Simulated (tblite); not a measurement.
Species: C8H15BO.
SMILES with atom numbers: `[BH:1]1[CH2:2][C@H:3]([CH:4]2[CH2:5][CH2:6][CH2:7][CH2:8]2)[CH2:9][O:10]1` (hydrogens: H11 on B1; H12, H13 on C2; H14 on C3; H15 on C4; H16, H17 on C5; H18, H19 on C6; H20, H21 on C7; H22, H23 on C8; H24, H25 on C9)

Computed with GFN2-xTB (tblite), gas phase: L-BFGS steps from a force-field or distance-geometry start until the largest atomic force falls under 0.01 eV/Å.

Step 0: E = -819.0564 eV
```
atom  x, y, z in Å  |  force x, y, z in eV/Å
B1      3.3911    0.4147    0.0442   -0.601  -1.426   2.072
C2      2.0246    0.9360   -0.5688    0.628   0.031   0.098
C3      1.1336   -0.2741   -0.3128   -1.365   0.098  -0.386
C4     -0.2773    0.1338    0.2044    0.870  -0.260   0.758
C5     -1.0610    0.9848   -0.7678    0.213   0.749  -0.974
C6     -2.5358    0.7442   -0.4611   -0.449   0.584   0.008
C7     -2.6033   -0.5515    0.3379   -0.724  -0.417   0.738
C8     -1.1729   -1.0745    0.4628   -0.032  -0.645   0.104
C9      1.9070   -1.1604    0.6759   -0.796  -1.008  -0.157
O10     3.2741   -0.9864    0.4488    0.351   2.568  -0.423
H11     3.9222    1.1516    0.7928    1.074  -0.254  -0.664
H12     1.6952    1.8341   -0.0043    0.075  -0.481  -0.599
H13     2.1307    1.1529   -1.6326   -0.392   0.308   0.131
H14     1.0212   -0.8322   -1.2763   -0.055   0.256   0.667
H15    -0.1746    0.6987    1.1708    0.105  -0.398  -0.685
H16    -0.8009    2.0630   -0.6571   -0.120  -0.721  -0.290
H17    -0.8533    0.6681   -1.8176    0.016   0.269   0.682
H18    -2.9318    1.5809    0.1492    0.075  -0.389  -0.424
H19    -3.1248    0.6708   -1.3898    0.158   0.161   0.392
H20    -3.0092   -0.3494    1.3615    0.155  -0.220  -0.802
H21    -3.2589   -1.2929   -0.1611    0.288   0.354   0.413
H22    -0.9960   -1.5212    1.4621   -0.013   0.140  -0.626
H23    -1.0059   -1.8487   -0.3080    0.081   0.281   0.342
H24     1.6271   -2.2314    0.5207    0.292   0.529   0.226
H25     1.6683   -0.8868    1.7353    0.164  -0.107  -0.600
```

Problem. Estimate the geometry and energy of step 1. (The exact step hangs on the optimiser's Hessian estimate; all steps are aligned on step 0, rigid shifts and turns removed.)

Solution. E = -819.3627 eV, largest force 1.602 eV/Å
```
atom  x, y, z in Å  |  force x, y, z in eV/Å
B1      3.3825    0.3944    0.0738   -0.523  -0.429   1.452
C2      2.0336    0.9365   -0.5674    0.183  -0.303   0.133
C3      1.1141   -0.2727   -0.3183   -0.335   0.114   0.043
C4     -0.2649    0.1300    0.2153   -0.164  -0.136  -0.113
C5     -1.0580    0.9955   -0.7817   -0.047  -0.081   0.107
C6     -2.5423    0.7525   -0.4610    0.102  -0.040   0.055
C7     -2.6136   -0.5575    0.3484    0.050   0.031   0.037
C8     -1.1733   -1.0838    0.4642   -0.165   0.034   0.012
C9      1.8956   -1.1748    0.6736   -0.241   0.054  -0.411
O10     3.2791   -0.9497    0.4428   -0.236   1.259   0.142
H11     3.9375    1.1480    0.7833    1.109  -0.212  -0.591
H12     1.6963    1.8272   -0.0129    0.032  -0.281  -0.441
H13     2.1251    1.1573   -1.6307   -0.252   0.250   0.127
H14     1.0204   -0.8285   -1.2668   -0.188   0.104   0.299
H15    -0.1731    0.6930    1.1610    0.170  -0.186  -0.277
H16    -0.8027    2.0527   -0.6613    0.012  -0.198  -0.249
H17    -0.8531    0.6719   -1.8078    0.098   0.134   0.188
H18    -2.9308    1.5753    0.1432   -0.067  -0.046  -0.174
H19    -3.1225    0.6731   -1.3842    0.003   0.133   0.191
H20    -3.0070   -0.3526    1.3500   -0.063  -0.120  -0.224
H21    -3.2548   -1.2878   -0.1552    0.046   0.108   0.254
H22    -0.9962   -1.5192    1.4532    0.032  -0.048  -0.267
H23    -1.0048   -1.8447   -0.3031    0.092   0.070   0.125
H24     1.6313   -2.2238    0.5239    0.230  -0.064   0.090
H25     1.6706   -0.8883    1.7267    0.123  -0.145  -0.508
```

The energy changes by -0.3063 eV. The first-order estimate −F·Δx gives -0.4394 eV and the mean of the old and new forces, exact on a quadratic surface, -0.3026 eV. The step makes an angle of 0° with the force vector and moves no atom by more than 0.037 Å.

What follows is the cost of the whole relaxation. The run took 1.6 s on one thread, Arm Neoverse N1 (aarch64), on a shared host.
